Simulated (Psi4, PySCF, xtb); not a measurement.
Interaction energy of COS ··· H4N+ (SMILES O=C=S and [NH4+]) (charge +1), singlet. Monomers: optimised at B3LYP-D3(BJ) (def2-TZVP), held rigid. Orientation: a random orientation, not optimised. Only R, the distance of the centres of mass, is varied, so the lowest point isn't the relaxed dimer.

Geometry at R = 4.08 Å (first 3 atoms: monomer A):
```
8

O     -1.2904    -0.0427     0.0000
C     -0.1355    -0.0045     0.0000
S      1.4258     0.0472     0.0000
N      1.5241    -0.6441    -3.8604
H      2.0733    -0.4341    -3.0207
H      0.5471    -0.8085    -3.5973
H      1.9012    -1.4820    -4.3147
H      1.5746     0.1483    -4.5087
```

Levels: RHF/6-31G* = PySCF with restricted Hartree-Fock/6-31G*, spherical d, no counterpoise correction; RKS-M06-2X/6-31G* = restricted M06-2X/6-31G*, spherical d, no counterpoise correction in PySCF; GFN1-xTB (xtb); SAPT0/jun-cc-pVDZ, frozen core (Psi4).

Interaction energies in kcal/mol; the last columns give the difference from SAPT0:

```
R / Å  RHF/6-31G*  RKS-M06-2X/6-31G*  GFN1-xTB  SAPT0/jun-cc-pVDZ  RHF/6-31G* − SAPT0/jun-cc-pVDZ  RKS-M06-2X/6-31G* − SAPT0/jun-cc-pVDZ  GFN1-xTB − SAPT0/jun-cc-pVDZ
-----  ----------  -----------------  --------  -----------------  ------------------------------  -------------------------------------  ----------------------------
3.45         0.49              -2.73     -2.77              -1.15                            1.64                                  -1.58                         -1.62
3.69        -0.95              -3.02     -1.84              -1.93                            0.97                                  -1.10                          0.09
3.87        -1.31              -2.76     -1.05              -1.99                            0.68                                  -0.78                          0.93
4.08        -1.34              -2.32     -0.26              -1.81                            0.47                                  -0.52                          1.55
4.25        -1.22              -1.97      0.24              -1.58                            0.35                                  -0.39                          1.81
4.47        -1.01              -1.55      0.66              -1.27                            0.26                                  -0.28                          1.92
4.80        -0.68              -1.04      0.94              -0.86                            0.18                                  -0.18                          1.80
5.06        -0.48              -0.73      0.99              -0.61                            0.13                                  -0.12                          1.60
5.58        -0.20              -0.33      0.91              -0.28                            0.07                                  -0.05                          1.19
6.27        -0.04              -0.10      0.76              -0.06                            0.02                                  -0.04                          0.82
7.31         0.04               0.00      0.57               0.06                           -0.02                                  -0.06                          0.51
8.57         0.07               0.04      0.41               0.10                           -0.03                                  -0.06                          0.31
```

RHF/6-31G* is furthest from SAPT0/jun-cc-pVDZ at 3.45 (1.64 kcal/mol, above); its mean absolute difference over the points is 0.40 kcal/mol.

RKS-M06-2X/6-31G* is furthest from SAPT0/jun-cc-pVDZ at 3.45 (-1.58 kcal/mol, below); its mean absolute difference over the points is 0.43 kcal/mol.

GFN1-xTB is furthest from SAPT0/jun-cc-pVDZ at 4.47 (1.92 kcal/mol, above); its mean absolute difference over the points is 1.18 kcal/mol.
